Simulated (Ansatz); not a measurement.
Relaxation of the cluster Ge₂S₅⁻ with UKS B3LYP-D4/def2-SVPD.

```sh
$ ansatz run in.yaml --threads 4 --pin off --events-out ev --progress --plain --max-ram 4787MiB
```

```yaml
crystal:
  periodic: [false, false, false]
  atoms:
    - {symbol: Ge, position_ang: [0.223100, -1.779470, 0.407050]}
    - {symbol: Ge, position_ang: [-1.205240, 1.197980, -0.559470]}
    - {symbol: S, position_ang: [-1.591610, -1.210900, -0.726450]}
    - {symbol: S, position_ang: [0.765400, 0.567620, 1.235060]}
    - {symbol: S, position_ang: [2.517840, 0.320520, 0.200550]}
    - {symbol: S, position_ang: [-2.768280, 2.037580, 0.602080]}
    - {symbol: S, position_ang: [2.058780, -1.133320, -1.158820]}
basis:
  gaussian: {orbitals: def2-SVPD}
total_charge: -1
magnetization: {spin_polarized: true, initial_magnetization: 1}
hamiltonian: {xc: {name: B3LYP}, dispersion: d4}
scf: {lower_state_search: "off"}
output: {orbitals: {seedname: orbitals}}
relax: {f_tol: 0.02, max_steps: 100}
```

It took 6.2 min on 4 threads of Intel Xeon on a shared host, peak host memory 1.1 GiB.

Positions (Å) and forces (eV/Å) at steps 1, 2, 3, 4, 5, 6, 7, 8, 9, 10, 11, 13, 14 of 14:

```xyz
7
step=1 energy=-167193.8467 eV
Ge    0.223   -1.779    0.407    0.001   -0.458    0.260
Ge   -1.205    1.198   -0.559    0.025   -0.034   -0.026
S    -1.592   -1.211   -0.726   -0.227    0.040   -0.094
S     0.765    0.568    1.235   -0.738    0.131    0.205
S     2.518    0.321    0.201    1.227    0.680    0.343
S    -2.768    2.038    0.602   -0.061    0.112    0.028
S     2.059   -1.133   -1.159   -0.226   -0.470   -0.715
7
step=2 energy=-167193.8900 eV
Ge    0.199   -1.863    0.411    0.314    0.145    0.025
Ge   -1.250    1.195   -0.555    0.074   -0.243    0.004
S    -1.623   -1.230   -0.712   -0.169    0.154   -0.024
S     0.774    0.535    1.170   -0.170    0.275    0.386
S     2.650    0.360    0.242   -0.335   -0.182    0.037
S    -2.798    2.092    0.594    0.091    0.005   -0.041
S     2.048   -1.090   -1.150    0.194   -0.154   -0.387
7
step=3 energy=-167193.9414 eV
Ge    0.224   -1.835    0.412    0.174   -0.035    0.044
Ge   -1.216    1.180   -0.563    0.069   -0.222    0.061
S    -1.612   -1.231   -0.709   -0.145    0.124   -0.040
S     0.732    0.562    1.225   -0.028    0.026   -0.075
S     2.587    0.349    0.238   -0.074   -0.088    0.011
S    -2.757    2.079    0.591    0.006    0.071   -0.024
S     2.043   -1.104   -1.195   -0.001    0.124    0.023
7
step=4 energy=-167193.9515 eV
Ge    0.229   -1.837    0.412    0.142   -0.058    0.032
Ge   -1.197    1.157   -0.559    0.053   -0.188    0.051
S    -1.620   -1.237   -0.706   -0.094    0.109   -0.020
S     0.716    0.566    1.229   -0.043    0.002   -0.083
S     2.573    0.354    0.243   -0.018   -0.051    0.016
S    -2.731    2.083    0.585   -0.007    0.079   -0.021
S     2.030   -1.086   -1.204   -0.032    0.106    0.026
7
step=5 energy=-167193.9608 eV
Ge    0.298   -1.900    0.413   -0.126    0.137   -0.168
Ge   -1.098    1.027   -0.527   -0.242    0.255   -0.043
S    -1.620   -1.274   -0.671    0.001   -0.210    0.102
S     0.593    0.565    1.233    0.167   -0.173    0.181
S     2.482    0.384    0.276    0.141    0.051   -0.058
S    -2.582    2.160    0.538    0.088   -0.076   -0.140
S     1.928   -0.963   -1.261   -0.028    0.018    0.127
7
step=6 energy=-167193.9749 eV
Ge    0.262   -1.863    0.376    0.069   -0.139    0.097
Ge   -1.135    1.043   -0.519   -0.128    0.126   -0.080
S    -1.673   -1.280   -0.663    0.102    0.067    0.033
S     0.656    0.560    1.237    0.015   -0.095    0.049
S     2.543    0.382    0.275   -0.047   -0.007   -0.010
S    -2.636    2.146    0.529    0.052   -0.010   -0.052
S     1.983   -0.988   -1.236   -0.063    0.059   -0.035
7
step=7 energy=-167193.9813 eV
Ge    0.294   -1.889    0.394   -0.005    0.007   -0.029
Ge   -1.136    1.047   -0.523    0.347   -0.218   -0.256
S    -1.637   -1.277   -0.642   -0.056   -0.074    0.028
S     0.634    0.522    1.258    0.081   -0.050    0.062
S     2.514    0.384    0.278    0.001   -0.003   -0.016
S    -2.599    2.163    0.495   -0.382    0.295    0.198
S     1.931   -0.950   -1.260    0.014    0.043    0.013
7
step=8 energy=-167193.9910 eV
Ge    0.300   -1.895    0.390   -0.026    0.030   -0.037
Ge   -1.138    1.050   -0.526    0.046   -0.030   -0.019
S    -1.638   -1.280   -0.635   -0.028   -0.025    0.043
S     0.642    0.514    1.263    0.056   -0.052    0.028
S     2.520    0.379    0.278   -0.009    0.004   -0.009
S    -2.626    2.183    0.493   -0.039    0.028   -0.024
S     1.939   -0.951   -1.263   -0.001    0.045    0.019
7
step=9 energy=-167193.9962 eV
Ge    0.301   -1.933    0.378    0.048    0.077   -0.109
Ge   -1.088    1.012   -0.531    0.046   -0.034    0.038
S    -1.673   -1.301   -0.572    0.049   -0.048    0.069
S     0.663    0.430    1.330    0.067    0.076    0.007
S     2.516    0.424    0.281   -0.191   -0.131    0.052
S    -2.580    2.207    0.401   -0.077    0.080   -0.013
S     1.861   -0.838   -1.286    0.058   -0.019   -0.045
7
step=10 energy=-167194.0034 eV
Ge    0.327   -1.928    0.358    0.004   -0.006   -0.083
Ge   -1.085    1.008   -0.521   -0.048    0.001    0.093
S    -1.679   -1.309   -0.528    0.071    0.003    0.039
S     0.670    0.407    1.376    0.090   -0.016   -0.194
S     2.503    0.396    0.291   -0.046   -0.031    0.054
S    -2.595    2.234    0.352   -0.004    0.017   -0.047
S     1.858   -0.807   -1.328   -0.068    0.031    0.137
7
step=11 energy=-167193.9731 eV rejected
Ge    0.391   -1.959    0.270   -0.010    0.067    0.179
Ge   -1.123    0.987   -0.488   -0.078    0.156   -0.015
S    -1.691   -1.324   -0.385   -0.090    0.021   -0.079
S     0.760    0.326    1.406   -0.263   -0.091    0.463
S     2.568    0.302    0.357    0.143    0.131   -0.180
S    -2.662    2.311    0.180    0.130   -0.142   -0.018
S     1.757   -0.644   -1.340    0.169   -0.142   -0.348
7
step=13 energy=-167194.0102 eV
Ge    0.348   -1.938    0.328    0.020   -0.020    0.010
Ge   -1.100    1.004   -0.494   -0.007    0.010   -0.007
S    -1.684   -1.311   -0.481    0.016    0.021   -0.001
S     0.702    0.372    1.388    0.003   -0.010    0.002
S     2.526    0.372    0.308   -0.025    0.012    0.011
S    -2.626    2.264    0.287    0.002    0.003    0.000
S     1.835   -0.764   -1.335   -0.010   -0.015   -0.015
7
step=14 energy=-167194.0105 eV
Ge    0.351   -1.942    0.331    0.004    0.005   -0.005
Ge   -1.098    1.008   -0.495    0.013   -0.019   -0.001
S    -1.677   -1.307   -0.483   -0.009   -0.001   -0.002
S     0.697    0.369    1.387    0.016    0.000    0.001
S     2.520    0.375    0.305   -0.013    0.011    0.014
S    -2.625    2.264    0.289   -0.014    0.016    0.004
S     1.832   -0.767   -1.334    0.002   -0.012   -0.011
```

Another isomer (doublet) lies 1.64 eV lower at PBE0-D4/def2-SVP; other spin states weren't run for this one.
